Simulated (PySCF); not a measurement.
# One molecule, several mistakes: Al2H5O anion

These are calculations, not measurements. They come from PySCF 2.14.0, an open-source quantum chemistry program, on an isolated molecule that a program drew, which may never have been made. The molecule is Al2H5O anion (charge -1, singlet), drawn as the SMILES string `[OH][AlH2-][AlH2]`.

Each row is a Hartree-Fock (HF) and frozen-core CCSD(T) single point in the aug-cc-pV(D+d)Z basis, meant for a local HF minimum. Run 1 is clean. Each other run has one planted mistake out of seven kinds, and not every kind appears here: one electron removed, one electron added, multiplicity raised by two, geometry at a saddle point, minimal basis STO-3G, one bond length entered in bohr, all coordinates scaled. The reference is restricted for singlets and unrestricted otherwise, and also for a bond in bohr. Adding or removing an electron swaps singlet and doublet. Electrons count all cores. HOMO and LUMO are orbital energies over both spins, the gradient is its largest component, and the lowest frequency (negative if imaginary) is given only where the gradient is small. Bond lengths are over the 7 bonds as drawn. T1 is the CCSD diagnostic: over 0.02 (restricted) or 0.045 (unrestricted) a single reference is doubtful.

Geometry of the clean run:
```xyz
8
Al2H5O anion, angstrom
O     0.9864   -0.6007    0.2348
Al   -0.7029   -0.8931    0.6874
Al   -1.3443    0.5285    2.9058
H     1.6517   -0.7811    0.8733
H    -1.6576   -0.4274   -0.5462
H    -0.9645   -2.4699    1.0652
H    -0.3377    1.1618    4.0338
H    -2.8405    0.9111    3.4472
```

```
run,electrons,basis functions,<S^2>,HOMO (eV),LUMO (eV),gradient (hartree/bohr),lowest frequency (cm^-1),mean bond (Å),longest bond (Å),T1,HF (hartree),CCSD(T) (hartree),mistake
1,40,132,0.000,-3.57,2.98,1.5e-05,68,1.7101,2.712,0.0142,-561.68023,-562.10886,no fault
2,39,132,0.761,-10.57,-1.69,5.9e-02,-,1.7101,2.712,0.0215,-561.58562,-561.98840,one electron removed
3,40,132,2.008,-1.58,3.00,3.7e-02,-,1.7101,2.712,0.0198,-561.62252,-562.03830,multiplicity raised by two
4,40,132,0.000,-3.32,2.97,7.0e-02,-,1.6023,2.541,0.0135,-561.65501,-562.07972,all coordinates scaled
5,40,28,0.000,1.06,14.57,6.7e-02,-,1.7101,2.712,0.0103,-554.58628,-554.71696,?
6,40,132,0.592,-2.69,3.01,9.7e-03,-,1.9184,3.098,0.0670,-561.59729,-562.02790,?
```

**Which mistake was planted in run 5, and what did it cost?**

It has 28 basis functions where the clean run has 132, with the same electrons and geometry. So the mistake is: minimal basis STO-3G. Subtracting run 1 and multiplying by 627.51 kcal/mol a hartree, the energy moved by 4451.5 kcal/mol in HF and 4638.5 kcal/mol in CCSD(T).

**Which mistake was planted in run 6, and what did it cost?**

The mean bond changes by a factor of 1.122 and the longest by 1.142, so the molecule wasn't scaled as a whole. A length L in bohr read as angstrom grows by (1/0.5292 - 1) L = 0.890 L. The 7 bonds together grew by 7 x 0.2083 = 1.458 Å, which gives L = 1.639 Å. That is the length of one of the Al-H bonds, 1.639 Å in the clean geometry. So the mistake is: one bond length entered in bohr. Subtracting run 1 and multiplying by 627.51 kcal/mol a hartree, the energy moved by 52.0 kcal/mol in HF and 50.8 kcal/mol in CCSD(T).

Cautions from the logs. Run 5: the HOMO is above zero, so the electron isn't bound and the energy depends on the basis; run 6: T1 is over the limit, so its CCSD(T) energy is less reliable.
